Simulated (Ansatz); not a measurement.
Born–Oppenheimer molecular dynamics of CH$_{8}$Ge$_{2}$ (11 atoms, charge 0, multiplicity 1). It goes on from the last frame of an earlier run, with new velocities.

Method: Ansatz, RKS PBE-D4/def2-SVP.

```json
{"ensemble": "NVT, Nosé–Hoover chain", "time step": "0.5 fs", "steps asked": "150", "set temperature": "100 K", "thermostat": "time constant 20 fs, chain length 5", "temperature schedule": "37 steps to 100 K, then 113 steps to 10 K", "seed": "426926"}
```

First frame:

```xyz
11
Properties=species:S:1:pos:R:3
Ge -0.153 0.150 0.037
Ge 0.149 0.003 2.367
H -0.950 -0.822 3.042
H 1.545 -0.753 2.659
H 0.345 1.388 3.019
H 1.191 0.119 -0.833
H -0.931 1.324 -0.484
C -1.182 -1.466 -0.288
H -2.276 -1.134 -0.360
H -0.896 -2.084 -1.185
H -1.034 -2.026 0.727
```

What does the run give?

The run went to its last step.

```
steps done                                               : 150
time covered                                             : 75 fs
mean temperature over the second half                    : 85 K
spread of the potential energy over the second half      : 3.4 meV per atom
mean potential energy of the second half above the start : -28.1 meV per atom
```

The conserved energy stayed within 0.22 meV per atom of its start (net change -0.22 meV per atom), so the integration is sound. The schedule's set-point averaged 40 K over the second half and the system 85 K, so it lags behind the ramp. A run of 0.075 ps of so small a system gives no equilibrium averages.

What happens to the structure?

The same pairs are bonded in the first frame and the last. Pairs count as bonded within 1.25 times the sum of covalent radii (0.12 Å more for H–H). The details hang on the random start.

How do temperature and energy run in time?


```
time (fs)  T (K)  potential energy less start (eV)  conserved less start (meV/atom)
      0.0    100                             0.000                             0.00
      6.0    176                            -0.104                            -0.06
     12.0    184                            -0.166                            -0.12
     18.0    149                            -0.171                            -0.17
     24.0    161                            -0.216                            -0.15
     30.0    165                            -0.258                            -0.19
     36.0    164                            -0.298                            -0.21
     42.0    116                            -0.277                            -0.19
     48.0    102                            -0.289                            -0.18
     54.0     83                            -0.299                            -0.17
     60.0     76                            -0.316                            -0.18
     66.0     71                            -0.339                            -0.18
     72.0     44                            -0.339                            -0.18
```

Time of the run: 7.9 min on 2 threads of Intel(R) Xeon(R) Platinum 8259CL CPU @ 2.50GHz (Skylake/Cascade Lake) (shared host), peak memory 0.22 GiB.
